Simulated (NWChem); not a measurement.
A series in which one site is exchanged, each optimised at PBE0/def2-SVP with NWChem, gas phase unless a solvent is named. This build's default masses of Se (78.918 u) and Br (79.917 u) are each other's, which moves their modes by up to 0.6 %.

A: CC1(Br)CC1 (C₄H₇Br; site = Br)
B: CC1(Cl)CC1 (C$_{4}$H$_{7}$Cl; site = Cl)
C: CC1(F)CC1 (C4H7F; site = F)
D: C1C(C1)C (C$_{4}$H$_{8}$; site = H)

Values for A:

```
Quantity                                                         Result
---------------------------------------------------------------  ------
dipole (D), PBE0/def2-SVP                                          1.90
orbital gap (eV), PBE0/def2-SVP                                    7.57
highest harmonic frequency (cm⁻¹), PBE0/def2-SVP                   3258
static polarisability, PBE/def2-SVPD (bohr³)                       71.4
SMD solvation free energy in n-hexane, PBE0/def2-SVP (kcal/mol)    -5.1
```

Question: How do these values change for the other members?

Answer: 
```tsv
change from A	B	C	D
dipole (D), PBE0/def2-SVP	-0.06	-0.29	-1.76
orbital gap (eV), PBE0/def2-SVP	+1.09	+2.07	+2.39
highest harmonic frequency (cm⁻¹), PBE0/def2-SVP	+1	+3	-13
static polarisability, PBE/def2-SVPD (bohr³)	-7.9	-21.2	-21.7
SMD solvation free energy in n-hexane, PBE0/def2-SVP (kcal/mol)	+0.6	+1.5	+1.5
```
